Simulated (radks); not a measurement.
Question: Rh4+, configuration [Kr] 4d(up 4, down 1) (spins set by hand, not the high-spin state). Method: scalar-relativistic Kohn-Sham, SCAN, spin-polarised, spherical densities, finite nucleus; meta-GGA in the generalised Kohn-Sham scheme; Fermi nuclear charge, rms radius 4.4945 fm; computed with a radial shooting solver on a logarithmic mesh with Libxc functionals. Some entries of the table are withheld. Estimate them.

orbital  occ.  eigenvalue (hartree)  <r> (bohr)  <1/r> (bohr^-1)
1s up       1             -850.3763     0.03263            47.05
1s down     1             -850.3761     0.03263            47.05
2s up       1             -125.5539      0.1418            10.67
2s down     1             -125.5294      0.1418            10.67
2p up       3             -112.6045      0.1237            10.32
2p down     3             -112.5850      0.1237            10.32
3s up       1             -24.29644      0.3895            3.724
3s down     1             -24.28660      0.3896            3.723
3p up       3             -20.00037      0.3898            3.541
3p down     3             -19.98747      0.3898            3.540
3d up       5             -13.17102      0.3701            3.308
3d down     5             -13.14715      0.3701            3.308
4s up       1              -5.11067         (1)              (2)
4s down     1              -4.98955         (3)              (4)
4p up       3                   (5)       1.054            1.276
4p down     3                   (6)       1.052            1.282
4d up       4              -2.06031       1.298            1.012
4d down     1              -1.93060       1.307            1.009

Answer: 
(1) 4s up <r> (bohr): 0.9707
(2) 4s up <1/r> (bohr^-1): 1.407
(3) 4s down <r> (bohr): 0.9674
(4) 4s down <1/r> (bohr^-1): 1.415
(5) 4p up eigenvalue (hartree): -3.87347
(6) 4p down eigenvalue (hartree): -3.74597
